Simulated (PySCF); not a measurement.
H3Zr, neutral, multiplicity 2. Atoms are numbered in the order given.

```xyz
4

Zr     0.0000     0.0000     0.0000
H      1.8652     0.0000     0.0000
H     -0.9326     1.6153     0.0000
H     -0.9326    -1.6153     0.0000
```
Charge 0, spin multiplicity 2.

Coordinates come from a B3LYP-D3(BJ)/def2-TZVPD optimisation. A frequency run showed that this geometry is not a minimum. The spin state was assumed, not searched. The def2 effective core potentials stand for the cores of Zr; spin–orbit coupling is left out.

Computed with CAM-B3LYP/def2-TZVPD (PySCF).

Gas-phase values at a fixed geometry.

Computed frontier levels, dipole moment and polarisability:
```
Item                                                                                                            Result
---------------------------------------------------------------------------------------------  -----------------------
α spin, highest occupied and lowest empty level                                                     -6.93 and -1.13 eV
β spin, highest occupied and lowest empty level                                                     -9.42 and -1.08 eV
dipole moment                                                                                                   0.00 D
quadrupole, principal values (traceless, Buckingham form, about the centre of nuclear charge)   -3.73, -3.73, 7.45 D·Å
mean static polarisability                                                                        60.6 bohr³ (8.98 Å³)
polarisability, principal values                                                                55.8, 55.8, 70.3 bohr³
⟨S²⟩                                                                                           0.752 (pure state 0.75)
```
